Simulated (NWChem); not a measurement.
# BHSeF2; SMILES FB(F)[SeH]

```xyz
5

B      0.0047    -0.9491     0.0000
F      1.1359    -1.6238     0.0000
F     -1.1272    -1.6234     0.0000
Se     0.0601     0.9899     0.0000
H     -1.4037     1.1153     0.0000
```
Atoms are numbered in this order, from 1.

The geometry was optimised at PBE0/def2-SVP.

Spin-orbit effects, on the heavy nuclei and on their neighbours, are missing.

Question: Give the principal values of the shielding tensors (ppm) of B1, F2, F3, Se4 from PBE0/pcSseg-1, GIAO (NWChem), with their diamagnetic and paramagnetic parts as GIAO splits them.

Answer: 
```
atom     σ11     σ22     σ33  isotropic  diamagnetic  paramagnetic
----  ------  ------  ------  ---------  -----------  ------------
B1      36.3    77.9    91.0       68.4        194.7        -126.3
F2      57.4   288.7   342.7      229.6        469.3        -239.6
F3      61.3   291.0   316.0      222.8        469.1        -246.4
Se4   1794.4  1966.6  2368.8     2043.3       3001.0        -957.8
```
